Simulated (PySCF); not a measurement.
Species: C₆H₁₀O.
SMILES with atom numbers: `[CH3:1][C@H:2]1[CH:3]=[CH:4][O:5][CH2:6][CH2:7]1`

Geometry (GFN2-xTB, Å), atoms numbered from 1 in this order:
```xyz
17
C6H10O angstrom
C     -1.754   -1.095   -0.155
C     -0.563   -0.324    0.414
C      0.710   -1.108    0.248
C      1.851   -0.538   -0.116
O      2.048    0.791   -0.316
C      0.972    1.613    0.094
C     -0.382    1.024   -0.290
H     -1.594   -1.316   -1.208
H     -2.666   -0.510   -0.057
H     -1.885   -2.034    0.378
H     -0.748   -0.149    1.483
H      0.667   -2.174    0.397
H      2.761   -1.093   -0.290
H      1.021    1.747    1.184
H      1.137    2.580   -0.388
H     -1.174    1.722   -0.016
H     -0.407    0.874   -1.371
```

NICS = −σ at a ghost point: NICS(0) at the centroid of the ring atoms, NICS(1) 1 Å to either side along the normal of their mean plane, zz for the tensor component along that normal. Level: GIAO PBE0/pcSseg-1 (PySCF, non-relativistic, gas phase) on the GFN2-xTB geometry, one conformer.

Ring bond lengths (Å), with Mayer bond orders in brackets: C2–C3 1.504 (0.99), C3–C4 1.326 (1.83), C4–O5 1.359 (1.04), O5–C6 1.415 (0.90), C6–C7 1.525 (1.05), C7–C2 1.531 (1.00).

**Question.** What do the NICS probes read (ppm)?

**Answer.** 
```json
{"ring": "C2–C3–C4–O5–C6–C7", "type": "6-membered ring with O; formal bonds 1 double, 5 single", "NICS(0)": "-1.3", "NICS(1), two faces": "-1.4 / -2.5", "NICS(1)zz, two faces": "1.4 / 1.6", "rms pucker (Å)": "0.20", "centre to ring atoms, mean (Å)": "1.41"}
```

**Question.** What can be read from them?

**Answer.** 
- C2–C3–C4–O5–C6–C7: mean NICS(1)zz 1.5 ppm, near zero. C2, C6, C7 have four or more neighbours, and the NICS criterion for π rings isn't applied.

**Question.** What is the mean of the two in-plane components of NICS at the first NICS(1) probe listed for ring C2–C3–C4–O5–C6–C7, 1 Å off the ring?

**Answer.** The isotropic value is a third of the trace: (3 × -1.4 − (1.4))/2 = -2.8 ppm.

**Question.** List the ring angles and the Hirshfeld charges of the ring atoms.

**Answer.** 
- C2–C3–C4–O5–C6–C7: C2 107.9° (-0.025 e), C3 122.3° (-0.095 e), C4 125.9° (+0.015 e), O5 114.5° (-0.121 e), C6 112.2° (+0.008 e), C7 109.2° (-0.076 e); sum 692.1° against 720° for a flat convex ring.

**Question.** What are the shieldings of the ring atoms and their hydrogens in the same run (means over atoms taken as equivalent)?

**Answer.** 
```tsv
atoms	environment	σ isotropic (ppm)	principal values of the symmetric part, first atom (ppm)
C2	allylic carbon	156.6	145.8, 150.4, 173.5
C3	alkene CH carbon	75.6	-23.1, 97.4, 152.5
C4	vinylic carbon bearing oxygen	35.6	-66.0, 64.4, 108.2
O5	cyclic ether oxygen	221.9	116.8, 217.9, 330.9
C6	sp3 carbon bound to oxygen	118.7	95.2, 106.1, 154.9
C7	ring CH2 carbon	151.7	136.6, 154.0, 164.4
H11	methine hydrogen	29.37	25.2, 27.9, 35.1
H12	vinylic hydrogen	27.07	25.0, 26.9, 29.3
H13	vinylic hydrogen	25.19	22.0, 25.9, 27.7
H14	methylene hydrogen	27.74	23.1, 27.2, 33.0
H15	methylene hydrogen	27.41	22.8, 27.1, 32.4
H16	methylene hydrogen	30.14	26.1, 28.7, 35.6
H17	methylene hydrogen	30.33	26.5, 29.7, 34.7
```
